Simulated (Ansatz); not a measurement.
Coupled-cluster diagnostics for the cluster Si₂Mo, Ansatz.

Geometry of the singlet (PBE0-D4/def2-TZVP):

Cartesian coordinates in Å:
```
Mo -1.2180 -0.0092 -0.1736
Si 0.7096 -1.0132 -0.5648
Si 0.5084 1.0225 0.7384
```

In the def2 sets Mo takes a core potential; there is no spin–orbit coupling. Correlated methods freeze 10 core orbitals; core or outer-core shells of Mo are correlated, in sets that lack core-valence functions. The structure comes from a short search, and lower isomers may exist.

Geometry of the charge 0 triplet (PBE0-D4/def2-TZVP):

```tsv
atom	x (Å)	y (Å)	z (Å)
Mo1	-0.193	-0.371	1.246
Si2	-0.140	-0.890	-0.979
Si3	0.333	1.260	-0.266
```

Geometry of the charge 0 quintet (PBE0-D4/def2-TZVP):

```tsv
atom	x (Å)	y (Å)	z (Å)
Mo1	0.2343	0.9571	-1.0852
Si2	-0.9134	-0.9644	-0.0578
Si3	0.6792	0.0073	1.1430
```

Task: Estimate the CCSD(T) correlation energy, the shares of MP2 and (T), T1 and the reference's ⟨S²⟩ for: charge 0, singlet, own geometry in def2-TZVPP; charge 0, singlet, own geometry in def2-TZVPD; charge 0, triplet, own geometry in def2-TZVPP; charge 0, quintet, own geometry in def2-TZVPP; charge 1, doublet, vertical in def2-TZVPP; charge -1, doublet, vertical in def2-TZVPD; and the rough time on 4 threads of Arm Neoverse V1 on a shared host.

Result: 
```tsv
state	basis	correlation (eV)	MP2 share (%)	(T) share (%)	T1	⟨S²⟩ (pure)	wall time	remarks
charge 0, singlet, own geometry	def2-TZVPP	-21.578	98.4	7.6	0.066	0.00 (0.00)	12 s	large T1, restricted SCF unstable
charge 0, singlet, own geometry	def2-TZVPD	-18.982	98.8	7.6	0.064	0.00 (0.00)	9 s	large T1, restricted SCF unstable
charge 0, triplet, own geometry	def2-TZVPP	-19.741	90.2	7.1	0.086	3.69 (2.00)	15 s	large T1, spin-contaminated
charge 0, quintet, own geometry	def2-TZVPP	-18.144	89.8	6.2	0.070	6.97 (6.00)	71 s	large T1, spin-contaminated
charge 1, doublet, vertical	def2-TZVPP	-18.826	88.7	7.0	0.096	3.01 (0.75)	13 s	large T1, spin-contaminated
charge -1, doublet, vertical	def2-TZVPD	-18.068	86.5	7.6	0.114	3.66 (0.75)	12 s	large T1, spin-contaminated
```
Customary marks for T1 are 0.02 (closed shells), 0.045 (open shells) and about 0.05 (3d metals). T1 exceeds 0.02 in 6 of 6 rows and 0.045 in 6; the higher it lies, the less the single-reference result can be trusted.
